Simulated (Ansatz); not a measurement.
Consider the ligand exchange at a Ge–C bond: `[CH3][Ge]([CH3])([CH3])[CH3]` + HCl → `[CH3][Ge]([CH3])([CH3])[Cl]` + CH₄.

Isolated molecules relaxed with PBE0-D4/def2-TZVP in Ansatz; ΔE leaves out vibrations. CBS: MP2 limit from def2 TZ/QZ plus the TZ coupled-cluster correction, frozen cores. This one scheme is used for every species. DFT in def2-TZVPP. For Ge outer-core shells are correlated without core-valence functions, which leaves a few kJ/mol of doubt a bond. Scalar relativity is left out up to krypton.

`[CH3][Ge]([CH3])([CH3])[CH3]`:

Cartesian coordinates in Å:
```
C 1.304 1.124 -0.935
Ge 0.000 0.000 0.000
C 0.238 -1.866 -0.544
C -1.813 0.586 -0.455
C 0.271 0.156 1.934
H 2.322 0.815 -0.693
H 1.171 1.049 -2.016
H 1.186 2.171 -0.647
H -0.479 -2.511 -0.032
H 1.244 -2.214 -0.300
H 0.090 -1.976 -1.620
H -2.556 -0.030 0.054
H -1.984 0.510 -1.530
H -1.968 1.625 -0.157
H 0.142 1.191 2.258
H -0.447 -0.464 2.475
H 1.277 -0.166 2.209
```

HCl:

```xyz
2

Cl   -0.160   -0.099   -0.611
H     0.160    0.099    0.611
```

`[CH3][Ge]([CH3])([CH3])[Cl]`:

Z-matrix (Å, degrees):
```
C
Ge 1 1.945
H 1 1.090 2 110.1
H 1 1.090 2 110.1 3 -119.9
H 1 1.092 2 110.1 3 120.0
C 2 1.945 1 112.7 3 175.5
C 2 1.945 1 112.7 3 -55.6
Cl 2 2.182 1 106.0 3 60.0
H 6 1.090 2 110.1 1 -175.6
H 6 1.090 2 110.1 1 -55.7
H 6 1.092 2 110.1 1 64.4
H 7 1.092 2 110.1 1 -64.5
H 7 1.090 2 110.1 1 175.4
H 7 1.090 2 110.1 1 55.5
```

CH₄:

```xyz
5

C     0.000    0.000    0.000
H    -0.435   -0.858   -0.513
H     0.924   -0.301    0.493
H    -0.703    0.373    0.744
H     0.214    0.786   -0.724
```

```csv
level,ΔE (kJ/mol),difference from CCSD(T)/CBS
PBE-D4,-114.7,-1.9
revPBE-D4,-114.0,-1.2
B97M-V,-124.9,-12.1
PBE0-D4,-116.6,-3.8
r2SCANh-D4,-120.5,-7.7
ωB97X-V,-117.4,-4.6
RPA@PBE/def2-TZVPP,-103.8,9.0
HF/def2-SVP,-132.8,-20.0
MP2/def2-SVP,-116.1,-3.3
CCSD(T)/def2-SVP,-113.7,-0.9
CCSD(T)/CBS,-112.8,0
```

Largest T1 diagnostic among the species: 0.009.

Leaving LDA and LC-ωPBE aside and taking each functional with its dispersion term where it has one, the values spread over 10.9 kJ/mol, from B97M-V to revPBE-D4. LDA lies +6.7 kJ/mol from PBE without D4. From BLYP to BHLYP (50 % exact exchange), in def2-TZVPP and without D4, ΔE moves by −4.1 kJ/mol.
